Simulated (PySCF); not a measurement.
trisilylphosphine (H₉PSi₃), SMILES [SiH3]P([SiH3])[SiH3].

Geometry optimised at PBE0-D3(BJ)/def2-SVP.

The numbers are results of PySCF with PBE0-D3(BJ)/def2-SVP, not measurements.

Frequencies are harmonic and unscaled.

Modes within 1.5 cm⁻¹ of each other (mostly degenerate sets) share a row, with their intensities summed.

| mode | ν (cm⁻¹) | IR (km/mol) | Raman (Å⁴/amu) | depolarisation | moving atoms (share of kinetic energy) |
|---|---|---|---|---|---|
| 1 | 56 | 0.0 | 0.0 | – | H 99 % |
| 2–3 | 102 | 0.5 | 1.2 | 0.75 | H 63 %, Si 30 % |
| 4–5 | 124 | 0.8 | 3.0 | 0.75 | H 55 %, Si 41 % |
| 6 | 131 | 0.2 | 1.6 | 0.15 | Si 50 %, P 31 %, H 19 % |
| 7 | 411 | 0.5 | 28.6 | 0.03 | Si 55 %, P 32 %, H 13 % |
| 8–9 | 463 | 30.1 | 15.5 | 0.75 | Si 45 %, P 42 %, H 13 % |
| 10 | 523 | 0.0 | 0.0 | – | H 92 %, Si 8 % |
| 11–12 | 563 | 31.9 | 3.9 | 0.75 | H 88 %, Si 8 % |
| 13 | 628 | 16.6 | 21.8 | 0.50 | H 78 %, P 12 %, Si 10 % |
| 14–15 | 630 | 6.7 | 34.9 | 0.75 | H 78 %, Si 13 %, P 9 % |
| 16–17 | 873 | 823.6 | 43.9 | 0.75 | H 93 % |
| 18 | 919 | 0.9 | 5.5 | 0.09 | H 94 % |
| 19–20 | 923 | 2.6 | 61.9 | 0.75 | H 97 % |
| 21 | 934 | 0.0 | 0.0 | – | H 97 % |
| 22 | 937 | 148.4 | 0.6 | 0.64 | H 94 % |
| 23–24 | 940 | 121.2 | 74.6 | 0.75 | H 97 % |
| 25–26 | 2210 | 36.8 | 20.0 | 0.75 | H 98 % |
| 27 | 2217 | 152.9 | 395.9 | 0.06 | H 98 % |
| 28–29 | 2234 | 146.5 | 34.4 | 0.75 | H 97 % |
| 30 | 2238 | 54.6 | 516.7 | 0.15 | H 97 % |
| 31 | 2241 | 0.1 | 0.6 | 0.12 | H 96 % |
| 32–33 | 2244 | 275.1 | 402.3 | 0.75 | H 96 % |
